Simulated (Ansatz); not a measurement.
A nudged elastic band was laid between two geometries of CH$_{2}$AlF$_{2}$ (6 atoms, charge -1, multiplicity 1).

Computed with RKS PBE/def2-SVP (Ansatz).

```json
{
 "movable images": "5",
 "climbing image": "yes",
 "spring": "5.0 eV/Å²",
 "optimiser": "quadratic models (default)",
 "start path": "through a guess of the saddle point",
 "force threshold": "0.03 eV/Å",
 "iteration limit": "60",
 "end points": "relaxed"
}
```

Image 0:

```xyz
6
Properties=species:S:1:pos:R:3
F -0.603 2.002 -0.486
C -0.137 0.689 -0.710
Al 0.121 -0.600 0.603
F 0.700 -2.176 0.187
H 0.047 0.558 -1.802
H -0.128 -0.473 2.207
```

Image 6:

```xyz
6
Properties=species:S:1:pos:R:3
F -0.035 0.880 -1.992
C -0.180 0.773 -0.599
Al 0.148 -0.654 0.537
F 0.726 -2.223 0.110
H -0.556 1.745 -0.196
H -0.104 -0.522 2.140
```

Q: What changes between the two ends?

A: No bond is made or broken.

Q: Give the energies along the band, and the barrier.

A: It converged. The highest image is number 3 of 0 to 6, 98.7 kJ/mol above the first end and 101.8 kJ/mol above the last; the last end lies 3.1 kJ/mol below the first. A vibrational analysis at the climbing image gives one clearly imaginary mode, 592i cm⁻¹: a first-order saddle point. Limits of this set-up: an anion without diffuse functions, the dipole of an ion depends on the origin.

| image | path coordinate (Å) | energy (kJ/mol) |
| --- | --- | --- |
| 0 | 0.00 | 0.0 |
| 1 | 0.65 | 19.0 |
| 2 | 1.30 | 64.1 |
| 3 | 1.95 | 98.7 |
| 4 | 2.56 | 56.8 |
| 5 | 3.17 | 10.8 |
| 6 | 3.78 | -3.1 |

Q: What is the geometry of the highest image?

A: 
```xyz
6
Properties=species:S:1:pos:R:3
F 0.281 2.064 -0.684
C -0.098 0.684 -0.870
Al 0.101 -0.571 0.548
F 1.348 -1.754 0.412
H -1.085 0.676 -1.406
H -0.547 -1.099 1.999
```

Q: What are the harmonic wavenumbers there?

A: 592i, 109, 213, 240, 428, 623, 710, 770, 947, 1212, 1559, 2860 cm⁻¹.

Time of the run: 2.2 min on 1 thread of Arm Neoverse V1, with other jobs on the host, peak memory 0.24 GiB.
